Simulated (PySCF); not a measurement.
## Working out the ionisation energy of S⁺

S⁺ [Ne] 3s2 3p3 (4S) → S²⁺ [Ne] 3s2 3p2 (3P). All numbers are calculated (PySCF 2.14, the non-relativistic Hamiltonian (point nucleus), in dyall-av3z). Frozen: [Ne]; the 26 highest virtual orbitals dropped. Energies in hartree (1 hartree = 27.21139 eV):

| part | S⁺ (lower) | S²⁺ (upper) |
| --- | --- | --- |
| UHF | -397.173521 | -396.338189 |
| MP2 opposite-spin | -0.067193 | -0.057657 |
| MP2 same-spin | -0.024593 | -0.011365 |

What does Hartree-Fock give?

(-396.338189) − (-397.173521) = 0.835332 hartree = 22.731 eV.

What do MP2 and SCS-MP2 (6/5 opposite-spin, 1/3 same-spin) give?

The opposite-spin parts differ by 0.259 eV and the same-spin parts by 0.360 eV. MP2: 22.731 + (0.259) + (0.360) = 23.350 eV. SCS-MP2: 22.731 + 1.2 × (0.259) + (0.360)/3 = 23.162 eV.

A first-order spin-orbit estimate adds -0.061 eV to MP2 (valence), giving 23.289 eV against 23.338 eV (measured; NIST Atomic Spectra Database, ionization energies).

What remains against the reference includes basis incompleteness, the frozen core and correlation beyond second order.
